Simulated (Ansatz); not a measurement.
The same path of Cl2H2Si + FH (7 atoms, charge 0, multiplicity 1) was run twice with different band settings. Lost on the way: Si1–H2, H6–F7. Made: Si1–F7, H2–H6.

These are results of UKS LDA/def2-SVP (Ansatz 0.2.0), not measurements.

Relaxed end points:

```xyz
7
Properties=species:S:1:pos:R:3
Si -0.252 -0.395 -0.505
H 1.187 -0.525 -0.869
Cl -1.262 -1.968 -1.356
Cl -0.448 -0.646 1.568
H -0.947 0.862 -0.902
H 0.691 1.082 1.398
F 1.032 1.589 0.667
```

```xyz
7
Properties=species:S:1:pos:R:3
Si -0.942 0.213 -0.203
H 2.407 -0.634 0.537
Cl -0.506 -1.239 -1.554
Cl -1.050 -0.569 1.668
H -2.205 0.913 -0.562
H 2.039 0.027 0.338
F 0.258 1.289 -0.224
```

Common settings: spring 5.0 eV/Å²; optimiser quadratic models (default); start path through a guess of the saddle point; force threshold 0.05 eV/Å; iteration limit 60; end points relaxed.

| run | movable images | climbing image |
| --- | --- | --- |
| 1 | 9 | yes |
| 2 | 6 | no |

What does each run give, and how far can it be trusted?

Run 1: converged after 8 iterations, highest image 0.880 eV above the first end. A vibrational analysis at the climbing image gives one clearly imaginary mode, 781i cm⁻¹: a first-order saddle point.
Run 2: converged after 9 iterations, highest image 0.553 eV above the first end. No image climbed, so the highest image needn't sit at the top of the path. A band with more images between the same ends climbed to 0.88 eV, so this one has probably stepped over the top.
The orbitals stay closed-shell, which can raise the energy where a bond breaks towards radicals; this wasn't checked here.
